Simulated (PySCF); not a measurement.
## How methods differ on the ionisation energy of Sr⁺

Sr⁺ [Kr] 5s1 (2S) → Sr²⁺ [Kr] (1S), as a difference of total energies. All numbers are calculated (PySCF 2.14, scalar relativity by spin-free X2C-1e, in aug-cc-pVDZ-X2C (7s6p4d, 45 functions)). The calculations carry no spin-orbit coupling.

| method | ionisation energy (eV) |
| --- | --- |
| UHF | 10.440 |
| PBE0 | 11.019 |
| TPSS | 10.857 |

Problem. Which method comes closest to the reference value, and which is furthest?

Solution. The reference is 11.030 eV (measured; NIST Atomic Spectra Database, ionization energies). Closest: PBE0 (error -0.011 eV); furthest: UHF (error -0.590 eV).
